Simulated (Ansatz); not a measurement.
```yaml
atoms:
  - { symbol: Ti, position_ang: [0.0007, -0.0006, -0.3885] }
  - { symbol: O, position_ang: [0.0001, 1.3246, 0.5347] }
  - { symbol: O, position_ang: [-0.0008, -1.3254, 0.5341] }
```

Basis set: cc-pVDZ (spherical functions). Frozen core: 7 orbitals. Charge 0, multiplicity 1.

Computed with Ansatz (development build ahead of 0.2.0); each method stands on the lowest determinant of its kind that the runs found. Restricted open shells among the atoms or ions are ROHF, correlated in semicanonical orbitals with singles.

Give the atomization energy at this shape (free ground-state atoms in the same class of orbitals less the molecule, no zero-point energy) of singlet TiO₂ by RHF-MP2, RHF.

```json
{"method": "RHF-MP2", "atomization energy": "1371.6 kJ/mol"}
{"method": "RHF", "atomization energy": "391.2 kJ/mol"}
```

Caution: no unrestricted run beside it, a lower state can exist; other spin multiplicities were not run.
